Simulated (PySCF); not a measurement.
Si(F)2(Me)(Cl) (CH3ClF2Si), SMILES C[Si](F)(F)Cl.

The structure is a stationary point at B3LYP-D3(BJ)/def2-SVP.

Level of theory: SMD-B3LYP/6-31G* (PySCF).

Solvation free energies are E(SMD) − E(gas) at the gas-phase geometry, for 1 M in both phases. In vacuum the dipole moment is 2.51 D.

Q: Rank water, N,N-dimethylformamide, methanol by solvation free energy, most negative first.

A: methanol (-4.0 kcal/mol), N,N-dimethylformamide (-3.4 kcal/mol), water (-0.4 kcal/mol)
